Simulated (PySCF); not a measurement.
Some computed properties have been withheld. Give your best values.

C₉H₉FO₂.
Atom-mapped SMILES: `[CH3:1][c:2]1[o:3][c:4]([C:5](=[O:6])[F:7])[cH:8][c:9]1[CH:10]1[CH2:11][CH2:12]1` (hydrogens: H13, H14, H15 on C1; H16 on C8; H17 on C10; H18, H19 on C11; H20, H21 on C12)

Conformer (atom-mapped SMILES and torsion angles): `[CH3:1][c:2]1[o:3][c:4]([C:5](=[O:6])[F:7])[cH:8][c:9]1[CH:10]1[CH2:11][CH2:12]1`: O3–C4–C5–O6 180°, C8–C9–C10–C11 -119°.

```tsv
property	level	value
point group of the GFN2-xTB geometry	GFN2-xTB	C1
rotational constants A, B, C of the GFN2-xTB geometry	GFN2-xTB	?
dipole moment	PBE0/pcSseg-1	?
HOMO energy	PBE0/pcSseg-1	?
LUMO energy	PBE0/pcSseg-1	?
13C chemical shifts (computed TMS as zero) by class	GIAO PBE0/pcSseg-1	166.0 (C2), 156.8 (C5), 142.5 (C4), 138.1 (C8), 134.0 (C9), 15.4 (C1), 8.3 (C10), 7.4 (C11/C12) ppm
1H chemical shifts (computed TMS as zero) by class	GIAO PBE0/pcSseg-1	?
isotropic shieldings of nuclei other than C and H, by class	GIAO PBE0/pcSseg-1	?
```

Gas-phase values; electronic properties from PySCF, density fitting. Geometry: GFN2-xTB, one conformer, isolated molecule. GFN2-xTB frequencies show an imaginary mode (36i cm⁻¹), so this geometry is no minimum at that level. NMR classes are plain means over equivalent atoms (diastereotopic ones count apart unless rotation or inversion swaps them), as if these changed places fast; in this geometry the members of some classes differ.

Q: Give the rotational constants A, B, C of the GFN2-xTB geometry.

A: 1.910, 0.552, 0.442 GHz.

Q: Give the dipole moment.

A: 5.71 D.

Q: The isotropic shieldings of nuclei other than C and H, by class?

A: -70 (O6), 22 (O3), 152 (F7) ppm.

Q: What are the 1H chemical shifts (computed TMS as zero) by class?

A: 7.77 (H16), 2.58 (H13/H14/H15), 1.73 (H17), 0.86 (H19/H21), 0.46 (H18/H20) ppm.

Q: What is the HOMO energy?

A: -7.02 eV.

Q: Give the LUMO energy.

A: -1.65 eV.

The dipole equals about 19.1 × 10⁻³⁰ C·m (1 D = 3.33564 × 10⁻³⁰ C·m). A dipole of 5.71 D is allowed in C1, and pure rotational transitions are dipole-allowed. With B = h/(8π²I), that is 505.379 GHz u Å² over I, the principal moments of inertia are 264.6, 914.8 and 1142.1 u Å² (most abundant isotopes); the inertial defect Ic − Ia − Ib is -37.3 u Å² (zero for a rigid planar frame, negative otherwise). The rotational constants make it an asymmetric top with κ = (2B − A − C)/(A − C) = -0.85, nearer the prolate limit (−1).
